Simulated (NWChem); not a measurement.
Molecule: TaF4, doublet; SMILES [F][Ta]([F])([F])[F]

```xyz
5

Ta     0.0000     0.0000     0.0000
F     -1.3003    -1.1794     0.6443
F      1.3003     1.1794     0.6443
F     -1.1794     1.3003    -0.6443
F      1.1794    -1.3003    -0.6443
```
Atoms are numbered in this order, from 1.

Level: PBE0/def2-SVP with def2 effective core potentials on Ta, spin-unrestricted (NWChem), optimised geometry, unscaled harmonic frequencies. In the optimisation the excess spin sits in a (S4, its own frame). This spin state was assumed; another may lie lower. def2 effective core potentials on Ta; no spin-orbit coupling.

List the harmonic frequencies with IR intensities, and the thermochemistry.


| frequency (cm⁻¹) | IR intensity (km/mol) |
|---|---|
| 153 | 20.1 |
| 153 | 20.1 |
| 161 | 0.0 |
| 171 | 13.6 |
| 228 | 0.0 |
| 690 | 50.7 |
| 704 | 185.9 |
| 704 | 185.9 |
| 716 | 0.0 |

- zero-point energy = 5.3 kcal/mol
- thermal correction to the enthalpy at 298.15 K (with zero-point energy) = 9.8 kcal/mol
- heat capacity Cv = 18.6 cal/(mol K)

Rigid rotor and harmonic oscillator.
